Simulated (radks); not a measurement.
Task: All-electron atom: the rhenium ion Re+ in [Xe] 4f14 5d5 5f1 (not the ground configuration). Method: Dirac Kohn-Sham, PBE, spin-unpolarised, spherical densities, point nucleus; open shells fill j = l - 1/2 first; computed with a radial shooting solver on a logarithmic mesh with Libxc functionals.

Spin-orbit splittings of the eigenvalues, e(l+1/2) - e(l-1/2), with zeta = 2 splitting/(2l+1) and mean radii in bohr:

| shell | occ. | splitting (eV) | zeta (eV) | <r> j=l-1/2 | <r> j=l+1/2 |
|---|---|---|---|---|---|
| 2p | 6 | 1440 | 959.9 | 0.06246 | 0.07054 |
| 3p | 6 | 312.7 | 208.5 | 0.1870 | 0.2019 |
| 3d | 10 | 67.86 | 27.14 | 0.1765 | 0.1811 |
| 4p | 6 | 72.95 | 48.63 | 0.4450 | 0.4784 |
| 4d | 10 | 13.48 | 5.391 | 0.4934 | 0.5048 |
| 4f | 14 | ? | ? | 0.5763 | 0.5851 |
| 5p | 6 | 10.94 | 7.296 | 1.138 | 1.239 |
| 5d | 5 | 0.9702 | 0.3881 | 1.761 | 1.820 |
| 5f | 1 | 0.0007485 | 0.0002139 | 8.420 | 8.424 |

Estimate the 4f splitting.

Result: 2.511 eV (zeta = 0.7175 eV).
